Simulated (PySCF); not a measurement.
Species: mer-MoCl3(PH3)3 (quartet state).
Structure used (PBE0-D3(BJ)/def2-SVP), in Å, numbered top down from 1:
```
atom  x, y, z in Å
Mo1    0.5739    0.0023   -0.0525
Cl2    0.3252   -0.2915    2.3262
Cl3    0.3421    0.2831   -2.4173
Cl4    2.9333    0.0125   -0.0461
P5    -1.9571   -0.0093    0.1143
H6    -2.5498    0.9292    0.9977
H7    -2.5676   -1.1792    0.6362
H8    -2.7879    0.1887   -1.0199
P9     0.6546    2.5149    0.2132
H10    1.9595    3.0618    0.2068
H11    0.1413    3.1179    1.3902
H12    0.0392    3.3388   -0.7631
P13    0.6677   -2.5078   -0.3293
H14    1.9751   -3.0484   -0.3158
H15    0.1659   -3.1063   -1.5129
H16    0.0502   -3.3406    0.6389
```

Level of theory: PySCF 2.14.0, PBE0-D3(BJ)/def2-SVP geometry optimisation, gas phase, def2 core potentials past Kr.

(1) Which atoms are bound to Mo1, and at what distances?

(2) List the angles at Mo1.

(3) What is the shape at Mo1?

(4) What are the other bond lengths?

Results:

(1) 6 atoms: Cl4 2.359 Å, Cl3 2.393 Å, Cl2 2.410 Å, P13 2.527 Å, P9 2.528 Å, P5 2.537 Å. The nearest atom not counted as bound is H14, at 3.37 Å (others tie with it).

(2) 
| angle | degrees | distance of the outer atoms (Å) |
| --- | --- | --- |
| Cl4–Mo1–P5 | 176.1 | 4.89 |
| P9–Mo1–P13 | 176.0 | 5.05 |
| Cl2–Mo1–Cl3 | 168.5 | 4.78 |
| Cl2–Mo1–Cl4 | 95.8 | 3.54 |
| Cl3–Mo1–Cl4 | 95.7 | 3.52 |
| P5–Mo1–P13 | 92.3 | 3.65 |
| P5–Mo1–P9 | 91.7 | 3.63 |
| Cl2–Mo1–P9 | 91.2 | 3.53 |
| Cl3–Mo1–P13 | 90.7 | 3.50 |
| Cl2–Mo1–P13 | 89.5 | 3.48 |
| Cl3–Mo1–P9 | 89.4 | 3.46 |
| Cl3–Mo1–P5 | 88.2 | 3.43 |
| Cl4–Mo1–P13 | 88.1 | 3.40 |
| Cl4–Mo1–P9 | 87.9 | 3.39 |
| Cl2–Mo1–P5 | 80.3 | 3.19 |

(3) Distorted octahedral: the three widest angles are 176.1°, 176.0° and 168.5°, the others run from 80.3° to 95.8°. The Mo–Cl distances aren't all alike: 2.359 to 2.410 Å.

(4) P5–H6, P5–H7, P5–H8 1.419 Å; P9–H10 and 5 like bonds 1.417 Å.

Point group: near Cs, missed by 0.16 Å at most; the miss may be what the optimiser left on a soft mode. Charge 0, quartet. ⟨S²⟩ = 3.768 (exact for a quartet: 3.75). PBE0-D3(BJ)/def2-SVP frequencies: not computed here.
